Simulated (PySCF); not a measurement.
## Working out the ionisation energy of Co⁺

Co⁺ [Ar] 3d8 (3F) → Co²⁺ [Ar] 3d7 (4F). All numbers are calculated (PySCF 2.14, scalar relativity by spin-free X2C-1e, in cc-pVTZ-DK). Frozen: [Ar]. Energies in hartree (1 hartree = 27.21139 eV):

```
             part   Co⁺ (lower)  Co²⁺ (upper)
              UHF  -1391.576739  -1391.055440
MP2 opposite-spin     -0.176467     -0.105089
    MP2 same-spin     -0.106361     -0.079208
```

**Question.** What does Hartree-Fock give?

**Answer.** (-1391.055440) − (-1391.576739) = 0.521299 hartree = 14.185 eV.

**Question.** What do MP2 and SCS-MP2 (6/5 opposite-spin, 1/3 same-spin) give?

**Answer.** The opposite-spin parts differ by 1.942 eV and the same-spin parts by 0.739 eV. MP2: 14.185 + (1.942) + (0.739) = 16.866 eV. SCS-MP2: 14.185 + 1.2 × (1.942) + (0.739)/3 = 16.762 eV.

Reference: 17.084 eV (measured; NIST Atomic Spectra Database, ionization energies), between the lowest levels; spin-orbit coupling is absent from the calculation.

What remains against the reference includes basis incompleteness, the frozen core and correlation beyond second order.
